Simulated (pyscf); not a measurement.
# F–Sn(F)=S, singlet

Gas-phase minimum from PySCF at ωB97X-D3(BJ)/def2-SVP, one conformer. 

SMILES: [F][Sn]([F])=[S]
```xyz
4

F      1.5371     1.7705    -0.7259
Sn     0.2674     0.4093    -0.2798
F      0.8306     0.1721     1.5344
S     -1.3022    -0.5571    -1.4573
```

Bonded distances (Å): F1–Sn2 1.914, Sn2–F3 1.914, Sn2–S4 2.187. Angles (°): F1–Sn2–F3 96.5, F1–Sn2–S4 131.7, F3–Sn2–S4 131.8.

Properties at ωB97X-D3(BJ)/def2-SVP:

Harmonic wavenumbers, unscaled: 125, 138, 204, 491, 667, 684 cm⁻¹
Zero-point energy: 3.3 kcal/mol
Rotational symmetry number: 2
Entropy of this conformer at 298 K and 1 atm, rigid rotor and harmonic oscillator, modes under 100 cm⁻¹ raised to 100: 319.8 J/(mol K)
Dipole moment: 0.09 D

Single-point totals, which compare only within one level (frozen core for MP2 and CC):

```tsv
level	total energy (hartree)
ωB97X-D3(BJ)/def2-TZVP	-812.43636
PBE/def2-TZVP	-811.99710
r²SCAN/def2-TZVP	-812.32360
B3LYP-D3(BJ)/def2-TZVP	-812.44122
PBE0-D3(BJ)/def2-TZVP	-812.02591
M06-2X/def2-TZVP	-812.20108
ωB97M-D3(BJ)/def2-TZVP	-812.46213
HF/def2-TZVPP	-809.91919
MP2/def2-TZVPP	-810.89813
CCSD/def2-TZVPP	-810.89668
CCSD(T)/def2-TZVPP	-810.93348
```

The CCSD(T) − MP2 part came from Ansatz, without density fitting, on the same reference. The frozen core leaves the outer d or s,p core shells of the metals and heavy elements correlated in the MP2 and CC values, and def2-TZVPP describes them poorly, so these totals are far from the basis limit. Elements past Kr carry the def2 core potentials, without spin-orbit coupling.
